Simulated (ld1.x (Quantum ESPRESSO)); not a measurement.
## Logarithmic derivatives: zirconium (Zr), PAW

| Item | Value |
| --- | --- |
| Element | zirconium (Zr) |
| Generator | ld1.x (Quantum ESPRESSO) 7.5 |
| Type | PAW |
| Functional | PBE |
| Relativity | fully relativistic |
| Frozen core | [Ar] 3d10 4s2 |
| Valence charge | 10 |
| Reference configuration | 4p6 4d2 5s1 5p0 (charge +1) |
| Partial waves | 5s (bound): rcut 2.90, rcutus 3.15 bohr; 5s channel at 1.5 Ry: rcut 2.90, rcutus 3.15 bohr; 4p (bound): rcut 1.80, rcutus 2.05 bohr; 5p (bound, empty): rcut 1.80, rcutus 2.05 bohr; 4d (bound): rcut 1.55, rcutus 1.70 bohr; 4d channel at -0.25 Ry: rcut 1.55, rcutus 1.70 bohr |
| Local potential | all-electron potential smoothed inside 2.00 bohr (lloc = -1) |
| Core correction | a·sin(br)/r model core inside 1.15 bohr |
| Augmentation charge | PSQ, inside the norm-conserving radii |

Open shells are filled in proportion to 2j + 1 (rel_dist='average').

The phase is arctan(r·u′/u) with u = r·R(r), unwrapped; energies in Ry, scanned from -5 to 5 Ry. A pole is an energy at which the radial function vanishes at the test radius. The pseudo phase is shifted by a multiple of π to meet the all-electron one at the reference energy, and phase errors are pseudo minus all-electron; the curves can meet again beyond the range given. Levels narrower than the energy grid can be missing from the lists of poles.

Q: For each channel, where are the poles, and over which energies does the pseudopotential scatter like the atom?

A:

| channel | radius (bohr) | reference energy (Ry) | poles, all-electron | poles, pseudo | unbroken range about the reference energy with phases within 0.05 rad | phase error 1 Ry above the reference energy (rad) |
| --- | --- | --- | --- | --- | --- | --- |
| p1/2 | 3.42 | -0.47 | -2.94, 1.16 | -2.94, 1.03 | -0.8 to 1.8 | -0.016 |
| p3/2 | 3.42 | -0.46 | -2.81, 1.25 | -2.81, 1.22 | -2.3 to 2.8 | -0.003 |
| d3/2 | 3.42 | -0.74 | -0.53, 2.80 | -0.53, 2.80 | the whole range | -0.000 |
| d5/2 | 3.42 | -0.73 | -0.51, 2.82 | -0.51, 2.83 | the whole range | -0.000 |

The ghost test of this file was not conclusive.

Phases in the p1/2 channel:

| E (Ry) | all-electron | pseudo |
| --- | --- | --- |
| -5.00 | 1.425 | 1.425 |
| -4.48 | 1.415 | 1.415 |
| -3.96 | 1.400 | 1.400 |
| -3.44 | 1.377 | 1.378 |
| -2.92 | -1.664 | -1.663 |
| -2.40 | -1.789 | -1.789 |
| -1.88 | -1.842 | -1.840 |
| -1.36 | -1.933 | -1.929 |
| -0.84 | -2.173 | -2.309 |
| -0.32 | -3.359 | -3.364 |
| 0.20 | -4.404 | -4.419 |
| 0.72 | -4.626 | -4.644 |
| 1.24 | -4.724 | -4.750 |
| 1.76 | -4.796 | -4.844 |
| 2.28 | -4.876 | -5.003 |
| 2.80 | -5.016 | -5.763 |
| 3.32 | -5.522 | -7.431 |
| 3.84 | -7.190 | -7.687 |
| 4.36 | -7.604 | -7.774 |
| 4.88 | -7.723 | -7.823 |
